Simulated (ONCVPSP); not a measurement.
Potentials for manganese compared

Generated with ld1.x 7.5 (TM, RRKJ, ultrasoft, PAW), atompaw 4.2 or ONCVPSP 4.0.1. The cutoff is in Ry: for ld1.x and atompaw files where the sum of valence levels is converged to 10 mRy in a Bessel basis, for ONCV files where the hardest occupied wave has 1 mHa per electron of residual kinetic energy. The error is the largest all-electron minus pseudo excitation energy over each file’s own four to seven test configurations (ionisations up to +4, promotions, holes and added fractions of an electron), all of which were solved. The labels leave out finer settings (local radius, basis sizes, second energies), which also bear on the numbers. Spin-polarised tests are not counted. The rows are a selection from randomly drawn settings: files with unsolved tests, undetermined cutoffs or missed reference levels are left out.

A true bound ghost makes a file unfit for plane-wave use even where its test errors are small: the radial tests pick states by their node count and pass the ghost by.

| potential | cutoff (Ry) | largest error (meV) | bound ghosts |
| --- | --- | --- | --- |
| ONCV, PBE, scalar-relativistic, rc 1.50/1.30/1.65 (spd), local smoothed, core correction no, reference 3s2 3p6 3d5 4s2, qcut 8/9.6/9.8, projectors 2/1/1 | 73 | +8.9 | none |
| ONCV, LDA (Perdew-Zunger), scalar-relativistic, rc 1.10/1.25/1.60 (spd), local smoothed, core correction yes, reference 3s2 3p6 3d5 4s1.75 4p0.25, qcut 8.7/10.4/12, projectors 2/2/3 | 93 | +3.3 | none |
| ONCV, PBE, scalar-relativistic, rc 1.35/1.25/1.65 (spd), local smoothed, core correction yes, reference 3s2 3p6 3d4, qcut 10.2/13.9/9.4, projectors 2/2/3 | 101 | +98 | none |
| ONCV, PBE, scalar-relativistic, rc 1.30/1.15/1.40 (spd), local smoothed, core correction yes, reference 3s2 3p6 3d5 4s2, qcut 7.1/10.9/8.9, projectors 2/2/2 | 136 | +18 | none |
| ONCV, PBE, scalar-relativistic, rc 2.40/1.95/1.55 (spd), local smoothed, core correction no, reference 3d5.5 4s1.5, qcut 2.9/4.2/8, projectors 2/2/2 | 64 | -188 | s, p |
| ONCV, PBEsol, scalar-relativistic, rc 1.65/1.20/2.00 (spd), local smoothed, core correction no, reference 3s2 3p6 3d5 4s1, qcut 7/10.2/8.8, projectors 2/3/2 | 60 | +169 | none |
| ONCV, PBE, fully relativistic, rc 1.25/1.45/1.20 (spd), local smoothed, core correction yes, reference 3s2 3p6 3d5 4s1 4p1, qcut 9.3/7.9/15.4, projectors 3/3/3 | 149 | +1.2 | none |
| ONCV, PBEsol, scalar-relativistic, rc 1.35/1.05/1.25 (spd), local smoothed, core correction yes, reference 3s2 3p6 3d5 4s1, qcut 10.8/15.8/10.3, projectors 2/2/2 | 120 | +109 | none |

(1) Fill in the row for Mn: ONCV, PBEsol, scalar-relativistic, rc 1.60/1.75/1.50/1.50 (spdf), local d, core correction yes, reference 3s2 3p6 3d5 4s1 4p1, qcut 8.6/8.2/11.8/8.4, projectors 2/2/0/1.

## Answers

(1) cutoff 96 Ry, largest error -3.8 meV, bound ghosts: s.
